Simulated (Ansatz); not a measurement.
Job for Ansatz (a quantum-chemistry and plane-wave program): R-r2SCAN/def2-TZVPP on ethylenediamine (SMILES NCCN), a point of a torsion scan.

Ansatz 0.2 input:
```yaml
crystal:
  periodic: [false, false, false]
  atoms:
    - {symbol: N, position_ang: [1.80056615, 0.36761635, -0.30401667]}
    - {symbol: C, position_ang: [0.60185040, 0.16700102, 0.48667706]}
    - {symbol: C, position_ang: [0.44304482, 1.13295114, 1.67095992]}
    - {symbol: N, position_ang: [-0.84207202, 0.92091352, 2.31363403]}
    - {symbol: H, position_ang: [2.62707076, 0.24947397, 0.27351560]}
    - {symbol: H, position_ang: [1.81862832, 1.31028359, -0.67908880]}
    - {symbol: H, position_ang: [0.61518817, -0.86212813, 0.85744486]}
    - {symbol: H, position_ang: [-0.26314054, 0.27814163, -0.17087219]}
    - {symbol: H, position_ang: [0.46035426, 2.16389872, 1.30087266]}
    - {symbol: H, position_ang: [1.30364789, 1.00675063, 2.35496593]}
    - {symbol: H, position_ang: [-0.95659563, 1.55211227, 3.09911241]}
    - {symbol: H, position_ang: [-0.90388621, -0.02835127, 2.66694983]}
basis:
  gaussian:
    orbitals: def2-TZVPP
hamiltonian:
  xc: {name: r2SCAN}
scf: {lower_state_search: off}
```

The head of its log:

```
Functional definition: r2SCAN
[...]
these checks for a lower state are left out or cut short: stability, starts, cluster_reference, orbital_swaps, neighbouring_geometries, increment
integrals: 0.13 GiB planned
1142 factors; their error is unknown
mean field: 1.10 GiB planned
mean field evaluation 1: about -5169.2390 eV, gradient 8.2e1 eV
mean field evaluation 2: about -5150.6655 eV, gradient 1.2e2 eV
```

Q: What total energy does the run end on?

A: -190.4814 hartree.
